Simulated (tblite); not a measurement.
Species: C₃H₈FSeSi₂ (doublet state).
Numbering: `[CH2:1]=[C:2][SiH2:3][C@@H:4]([F:5])[Se:6][SiH3:7]` (hydrogens: H8, H9 on C1; H10, H11 on Si3; H12 on C4; H13, H14, H15 on Si7)
Bond orders are those of one Lewis drawing.

Computed with GFN2-xTB (tblite), gas phase: L-BFGS steps from a force-field or distance-geometry start until the largest atomic force falls under 0.01 eV/Å.

Step 48: E = -592.1816 eV
```
atom  x, y, z in Å  |  force x, y, z in eV/Å
C1     -3.0025   -1.0501   -0.4087    0.019  -0.007   0.003
C2     -2.3063    0.0166   -0.2059   -0.090   0.026   0.013
Si3    -1.3347    1.4240    0.4264    0.111   0.022  -0.007
C4      0.4508    0.9162   -0.1214   -0.016  -0.023  -0.019
F5      1.2968    1.9980   -0.1881   -0.049  -0.065   0.003
Se6     1.2026   -0.4007    1.1513    0.019  -0.011   0.032
Si7     2.9548   -1.0399   -0.1450   -0.008   0.019   0.039
H8     -3.2756   -1.3738   -1.4095   -0.027  -0.034   0.032
H9     -3.3604   -1.7124    0.3800    0.047   0.077  -0.052
H10    -1.2622    1.6122    1.8817   -0.060   0.016   0.002
H11    -1.6577    2.6812   -0.2605   -0.011  -0.070   0.002
H12     0.4806    0.4351   -1.1063    0.001   0.074   0.010
H13     3.7585    0.1335   -0.4612    0.031   0.011  -0.014
H14     3.6657   -2.0129    0.6696    0.018  -0.017  -0.016
H15     2.3851   -1.6190   -1.3611    0.017  -0.019  -0.028
```

Step 49: E = -592.1829 eV
```
atom  x, y, z in Å  |  force x, y, z in eV/Å
C1     -3.0037   -1.0481   -0.4086   -0.005  -0.041  -0.005
C2     -2.3093    0.0181   -0.2074   -0.002   0.127   0.038
Si3    -1.3324    1.4221    0.4242    0.028   0.029   0.018
C4      0.4497    0.9126   -0.1197    0.020  -0.027   0.011
F5      1.2953    1.9936   -0.1803   -0.023  -0.014  -0.018
Se6     1.2072   -0.4002    1.1550    0.006  -0.032   0.015
Si7     2.9565   -1.0406   -0.1455   -0.008   0.021   0.013
H8     -3.2773   -1.3684   -1.4081   -0.054  -0.067  -0.028
H9     -3.3581   -1.7087    0.3797    0.016   0.028  -0.009
H10    -1.2600    1.6170    1.8786   -0.056   0.013   0.007
H11    -1.6705    2.6744   -0.2637    0.011  -0.060  -0.003
H12     0.4819    0.4354   -1.1049    0.005   0.045  -0.018
H13     3.7608    0.1335   -0.4628    0.021  -0.006  -0.008
H14     3.6671   -2.0137    0.6701    0.013  -0.011  -0.024
H15     2.3884   -1.6190   -1.3652    0.027  -0.004   0.011
```

**Question.** Estimate the geometry and energy of step 50. (The exact step hangs on the optimiser's Hessian estimate; all steps are aligned on step 49, rigid shifts and turns removed.)

**Answer.** E = -592.1838 eV, largest force 0.086 eV/Å
```
atom  x, y, z in Å  |  force x, y, z in eV/Å
C1     -3.0110   -1.0482   -0.4088    0.052   0.063  -0.027
C2     -2.3081    0.0188   -0.2272   -0.064   0.013   0.023
Si3    -1.3281    1.4162    0.4187   -0.035   0.008   0.028
C4      0.4550    0.9156   -0.1217    0.029  -0.022   0.023
F5      1.2964    1.9998   -0.1714   -0.007   0.006  -0.022
Se6     1.2099   -0.3968    1.1551   -0.004  -0.038   0.010
Si7     2.9578   -1.0404   -0.1432    0.008   0.011  -0.011
H8     -3.3046   -1.3731   -1.4033   -0.031  -0.050   0.046
H9     -3.3534   -1.7006    0.3924    0.019   0.034  -0.034
H10    -1.2606    1.6029    1.8748   -0.052   0.012   0.002
H11    -1.6761    2.6693   -0.2611    0.020  -0.046  -0.010
H12     0.4945    0.4457   -1.1096    0.006   0.023  -0.023
H13     3.7651    0.1323   -0.4605    0.017  -0.010  -0.006
H14     3.6673   -2.0148    0.6721    0.011  -0.008  -0.025
H15     2.3914   -1.6186   -1.3650    0.031   0.004   0.028
```

The energy changes by -0.0009 eV. The first-order estimate −F·Δx gives -0.0015 eV and the mean of the old and new forces, exact on a quadratic surface, -0.0009 eV. The step makes an angle of 82° with the force vector and moves no atom by more than 0.028 Å.

The cost below is that of the whole relaxation. Time: 1.1 s wall. Hardware: Arm Neoverse V2, one thread, no GPU, shared host with 96 logical CPUs at a one-minute load of 49.
